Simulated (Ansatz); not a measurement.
```yaml
crystal:
  periodic: [false, false, false]
  atoms:
    - {symbol: Ga, position_ang: [-0.262721, -0.119151, -0.109602]}
    - {symbol: Ga, position_ang: [1.313217, 0.737465, 1.567169]}
    - {symbol: H, position_ang: [-1.050496, -0.618314, -1.457566]}
basis:
  gaussian: {orbitals: def2-TZVPD, initial_orbitals: start.molden}
total_charge: -1
hamiltonian: {xc: pbe}
correlation: {method: rpa}
scf: {omitted_lower_state_checks: [starts]}
```

The file start.molden holds the orbitals of an earlier run on this structure, at another level or in another basis.

```sh
$ ansatz run in.yaml --threads 4 --pin off --events-out ev --progress --plain --max-ram 3916MiB
```

Shortened log:

```
Functional definition: PBE
766 factors; integrals over basis functions are off by at most 9.8e-4 eV
mean field evaluation 1: about -104755.6623 eV, gradient 1.1e1 eV
mean field evaluation 2: about -104755.7690 eV, gradient 1.5e-1 eV
mean field evaluation 4: about -104755.7670 eV, gradient 5.1e-4 eV
mean field evaluation 8: about -104755.7670 eV, gradient 2.1e-6 eV
mean field evaluation 16: about -104755.7670 eV, gradient 7.2e-2 eV
mean field evaluation 32: about -104755.7657 eV, gradient 1.0e0 eV
mean field -104755.76980542 eV, -3849.7035343380 hartree, gradient 7.9e-10 eV, S^2 0.000000; 1 other end points of the search recorded, 0 dependent functions left out; unrestricted orbitals would lower it
mean field evaluation 64: about -104683.6923 eV, gradient 5.0e-2 eV
18 core orbitals not correlated: weight in the atoms' cores, before any rotation towards them, 1.000 or more for the frozen orbitals, at most 0.000 for the correlated occupied ones
reference -104681.46443967 eV, -3846.9728625128 hartree; 14, 14 occupied and 85, 85 virtual orbitals, 766 factors
Error: the energy between an occupied orbital and the lowest state that it is excited into in its spin channel is -0.2886 eV and must be positive: a state without a gap has no random-phase energy
```

Task: Can the result of this run be used?

Result: No. The run stopped with an error. The reference has no gap: an occupied orbital lies above an empty one, and the correlation energy can't be formed.
